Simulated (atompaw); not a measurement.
**samarium (Sm): PAW (atompaw) pseudisation with LDA (PW92), scalar-relativistic reference atom.**

* Element: Sm (Z = 62)
* Generator: atompaw 4.2.0.5
* Type: PAW
* Functional: LDA (PW92)
* Relativity: scalar-relativistic
* Frozen core: [Kr] 4d10 4f5
* Valence charge: 11
* Reference configuration: 5s2 5p6 5d1 6s1.75 6p0.25
* Partial waves: 5s (bound); 6s (bound); 5p (bound); 6p (bound); 5d (bound); 5d channel at 0.55 Ry
* Local potential: bessel scheme, radius 2.55 bohr
* Core correction: smooth core density matched at 2.60 bohr
* Augmentation charge: sinc compensation charge, radius 2.35 bohr; PAW radius 2.95 bohr; waves and projectors: bloechl

All-electron outer shells of the reference configuration (LDA (PW92), scalar-relativistic, ld1.x):

```tsv
shell	level (eV)	outermost node (bohr)	outermost maximum (bohr)
4d	-135.66	0.28	0.58
5s	-47.17	0.68	1.25
5p	-26.41	0.73	1.42
4f	-8.50	–	0.61
6s	-4.33	1.66	3.44
5d	-3.15	0.83	2.03
6p	-1.56	1.99	4.64
```

Results:

```
Cutoffs needed                                           : 18 Ry and 25 Ry (the cutoffs (Ry, on a coarse ladder) from which the occupation-weighted sum of valence levels, in a spherical-Bessel basis at the reference potential, stays within 10 and 1 mRy of its value at 400 Ry)
Ghost test                                               : no extra level below or beside the all-electron valence levels (s, p, d, f tested) (spherical-Bessel basis up to 400 Ry, 20 bohr box)
Lowest eigenvalue of the overlap operator                : 0.44 (s channel)
Overlap eigenvalues printed by atompaw (projector basis) : 0.0029, 0.358, 1.05, 2.57, 3.56, 8.56
Share of each valence orbital outside the PAW sphere     : 5s 0 %, 6s 78 %, 5p 3 %, 6p 94 %, 5d 37 %
```

Generation and tests took about 20 s on one core of a shared server CPU.
